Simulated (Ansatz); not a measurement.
Basis-set series for `C#[C][Ti]([OH])([F])[F]`. Charge 0, multiplicity 1. The geometry is a stationary point of PBE0-D4/def2-TZVP. It is one conformer, not always the lowest.

```
atom    x (Å)    y (Å)    z (Å)
  C1  -1.3903   1.9067  -0.0735
  C2  -0.6682   0.9373  -0.1816
 Ti3   0.5270  -0.6782  -0.4010
  O4   1.2015  -1.0480   1.1838
  F5   1.8083  -0.3009  -1.5292
  F6  -0.4622  -1.9987  -0.9752
  H7  -2.0247   2.7598   0.0182
  H8   1.0084  -1.5779   1.9584
```

| functional | basis | functions | energy (Eh) | HOMO (eV) | LUMO (eV) |
| --- | --- | --- | --- | --- | --- |
| PBE0-D4 | def2-TZVPP | 247 | -1201.52477 | -8.47 | -2.77 |
| PBE0-D4 | def2-QZVPP | 438 | -1201.55957 | -8.48 | -2.78 |
| ωB97M-V | def2-TZVPP | 247 | -1201.93400 | -10.69 | -0.54 |
| ωB97M-V | def2-QZVPP | 438 | -1201.96626 | -10.69 | -0.56 |

Task: Give the rows for def2-SVP. (Best estimate.)

Result: The calculation gave: 
```json
{"functional": "PBE0-D4", "basis": "def2-SVP", "functions": "111", "energy (Eh)": "-1200.97835", "HOMO (eV)": "-8.37", "LUMO (eV)": "-2.73"}
{"functional": "ωB97M-V", "basis": "def2-SVP", "functions": "111", "energy (Eh)": "-1201.37723", "HOMO (eV)": "-10.56", "LUMO (eV)": "-0.45"}
```

Scalar relativity is left out up to krypton.

Computed with Ansatz.
